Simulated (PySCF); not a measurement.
Identify the compound

Molecular formula: C₃H₁₄Si₃. Simulated spectra:

$^{1}$H NMR (400 MHz, computed): δ 3.98 (s, 9H), 1.74 (q, 2H), 1.21 (t, 3H).

$^{13}$C{$^{1}$H} NMR (computed): δ 30.9 (CH2), 16.8 (CH3), -5.2 (C).

Isolated molecule, non-relativistic Hamiltonian, one averaged value for each set of equivalent atoms, one computed conformer. GFN2-xTB structure; shielding tensors at PBE0/pcSseg-1 (GIAO); PySCF 2.14.0 with density-fitted response routines.

References, each an isolated molecule treated in the same way: $^{1}$H and $^{13}$C vs TMS.

Propose a structure and justify it.

Answers


1. The formula gives 0 degrees of unsaturation.
2. 3 carbon signals for 3 carbons: no two carbons are equivalent.
3. Carbon types of the structure: 1 × C, 1 × CH2, 1 × CH3, leaving 9 H on heteroatoms.
4. δC 30.9: sp3 CH2; saturated and bonded to C and H only.
5. δC 16.8: methyl carbon; saturated and bonded to C and H only.
6. δC -5.2: fully substituted sp3 carbon bonded to 3 Si; an electropositive neighbour leaves it electron-rich and shielded.
7. δH 3.98: hydrogen on a silicon bonded to C.
8. δH 1.74: hydrogen on an sp3 CH2.
9. δH 1.21: hydrogen on a methyl carbon; far from electronegative atoms and π systems.

These data were computed for `CCC([SiH3])([SiH3])[SiH3]`.

The shifts were computed for this structure.

Shifts are as computed. Against solution values, carbons near 30 ppm lie about +3 ppm off and those near 130 ppm about +5 ppm (rms about the fit 2.1 ppm; single classes can miss by 10 ppm). Of 1328 compounds with measured shifts, 309 miss one by over three times the rms of a fit or turn the order of signals round; such compounds aren't used in these exercises. Signals without a measured value on file couldn't be tested in this way; 1H shifts scatter by 0.2 ppm about their fit, and single ones miss by 0.5 ppm. Multiplicities follow the n + 1 count of equivalent neighbours, as no J values were calculated; m marks all less simple cases, F and P coupling included.
